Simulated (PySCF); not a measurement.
Vertical excitations of a molecule C3H9BO from TDA-PBE/def2-SVPD in PySCF, as energy in eV (oscillator strength): 5.90 (0.002), 6.35 (0.001), 7.20 (0.009), 7.26 (0.025), 7.44 (0.026), 7.69 (0.005), 7.70 (0.025), 7.82 (0.010), 7.91 (0.014), 8.13 (0.047). Lowest triplet (TDA): 5.41 eV. Geometry: B3LYP-D3(BJ)/def2-SVP. The values are those of a single conformer.

Pick the molecule that these values belong to.
(A) CCB(C)O
(B) COB(C)C
(C) CC(C)BO
(D) CBOCC

C, CC(C)BO
